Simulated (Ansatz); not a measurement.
Consider the ligand exchange at a Ge–O bond: `[OH][GeH]([Cl])[Br]` + H–F → `[F][GeH]([Cl])[Br]` + H₂O.

Computed with Ansatz on PBE0-D4/def2-TZVP structures; ΔE is electronic, products minus reactants. CBS: MP2 limit from def2 TZ/QZ plus the TZ coupled-cluster correction, frozen cores. This one scheme is used for every species. DFT in def2-TZVPP. HSE06 is defined as in plane-wave codes. For Br, Ge outer-core shells are correlated without core-valence functions, which leaves a few kJ/mol of doubt a bond. Scalar relativity is left out up to krypton. Each species was taken in one conformer, which may not be the lowest.

```csv
level,ΔE (kJ/mol),difference from CCSD(T)/CBS
LDA (SPW92),-17.1,1.1
PBE-D4,-20.8,-2.6
revPBE-D4,-19.7,-1.5
BLYP-D4,-23.3,-5.1
ωB97X-V,-23.2,-5.0
HSE06,-20.9,-2.7
CAM-B3LYP,-25.6,-7.4
HF/def2-TZVPP,-26.6,-8.4
SCS-MP2/def2-TZVPP,-18.0,0.2
CCSD/def2-TZVPP,-18.8,-0.6
CCSD(T)/CBS,-18.2,0
```

Q: What do rigid-rotor, harmonic-oscillator terms from PBE0-D4/def2-TZVP frequencies (298.15 K, 1 bar) make of the CCSD(T)/CBS value? (An estimate is asked.)

A: Computed: ΔZPE = +1.5 kJ/mol, ΔH = -17.1 kJ/mol, ΔS = 5 J/(mol·K), ΔG = -18.7 kJ/mol.

Largest T1 diagnostic among the species: 0.010.

At CCSD(T), def2-SVP lies −4.3 kJ/mol from the extrapolated value and def2-TZVPP +0.7 kJ/mol. Leaving LDA and LC-ωPBE aside and taking each functional with its dispersion term where it has one, the values, not all of them listed here, spread over 9.4 kJ/mol, from B97M-V to PBE-QIDH. LDA lies +5.7 kJ/mol from PBE without D4. In def2-TZVPP, CCSD(T) changes the Hartree–Fock value by +9.1 kJ/mol (the triples alone add +1.2 kJ/mol) and MP2 by +12.0 kJ/mol.

CCSD(T)/CBS has its own doubt, a few kJ/mol and more with outer-core shells, so smaller differences from it don't rank the levels.
